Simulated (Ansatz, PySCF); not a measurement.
C₅H₅F, SMILES C=C=CC(=C)F. Atoms are numbered in the order given.

```xyz
11

C     -0.1098    -2.6436     0.0000
C      0.3548    -1.4252     0.0000
C      0.8358    -0.1996     0.0000
C      0.0089     1.0005     0.0000
C      0.4583     2.2588     0.0000
F     -1.3028     0.7591     0.0000
H     -0.3163    -3.1730    -0.9369
H     -0.3163    -3.1730     0.9369
H      1.9203    -0.0451     0.0000
H     -0.2402     3.0961     0.0000
H      1.5299     2.4554     0.0000
```

Geometry optimised at PBE0-D3(BJ)/def2-SVP. This is a generated structure with no PubChem entry under its InChIKey; it may be hypothetical. The values are those of a single conformer.

Two levels are set side by side: PBE-D3(BJ)/def2-SVP (Ansatz, a first-principles code) and PBE0-D3(BJ)/def2-SVP (Ansatz). Each level has its own optimised geometry; the coordinates shown are those of the second. Frequencies come from the Hessian of PySCF at each geometry. Differences are taken from unrounded values.

```csv
quantity,PBE0-D3(BJ)
mean bond length (Å),1.221
bond C1–C2 (Å),1.304
bond C2–C3 (Å),1.317
bond C3–C4 (Å),1.457
bond C4–C5 (Å),1.336
bond C4–F6 (Å),1.334
bond C1–H7 (Å),1.096
bond C1–H8 (Å),1.096
bond C3–H9 (Å),1.095
bond C5–H10 (Å),1.090
bond C5–H11 (Å),1.089
highest harmonic wavenumber (cm⁻¹),3315
mean harmonic wavenumber (cm⁻¹),1331
zero-point energy (kcal/mol),51.38
```

Q: What does PBE-D3(BJ) give, and how far is it from PBE0-D3(BJ)? (Estimate from the structure and the level; the computed values follow.)

A: 
```
quantity                            PBE-D3(BJ)  PBE-D3(BJ) minus PBE0-D3(BJ)
----------------------------------  ----------  ----------------------------
mean bond length (Å)                     1.231                         0.009
bond C1–C2 (Å)                           1.313                         0.009
bond C2–C3 (Å)                           1.327                         0.011
bond C3–C4 (Å)                           1.462                         0.004
bond C4–C5 (Å)                           1.349                         0.013
bond C4–F6 (Å)                           1.349                         0.015
bond C1–H7 (Å)                           1.105                         0.009
bond C1–H8 (Å)                           1.105                         0.009
bond C3–H9 (Å)                           1.104                         0.009
bond C5–H10 (Å)                          1.098                         0.008
bond C5–H11 (Å)                          1.097                         0.008
highest harmonic wavenumber (cm⁻¹)        3223                           -92
mean harmonic wavenumber (cm⁻¹)           1283                           -48
zero-point energy (kcal/mol)             49.53                         -1.85
```

Exact exchange shortens and stiffens bonds; PBE has none. Differences between two approximate levels are no errors against the true value.
